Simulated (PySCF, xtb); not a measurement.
C5H5FO, SMILES O=C[C@]1(F)C=CC1. The values are those of a single conformer.

Harmonic wavenumbers (cm⁻¹) from xtb with GFN2-xTB at its own minimum, in rising order: 92, 135, 233, 285, 387, 429, 580, 666, 786, 820, 867, 888, 927, 1001, 1030, 1046, 1060, 1154, 1184, 1200, 1240, 1351, 1423, 1650, 1790, 2791, 3010, 3018, 3140, 3160.

Task: What does PBE-D3(BJ)/def2-SVP (PySCF 2.14.0) give at its own minimum? (An estimate is asked for; the answer gives what the named calculation found.)

Result: 78, 148, 256, 295, 389, 423, 569, 632, 736, 843, 878, 916, 919, 954, 1028, 1036, 1074, 1158, 1173, 1204, 1265, 1332, 1378, 1595, 1801, 2797, 2996, 3066, 3126, 3157. Paired by order, the mean absolute difference is 19 cm⁻¹ and the zero-point energies are 53.4 and 53.2 kcal/mol.
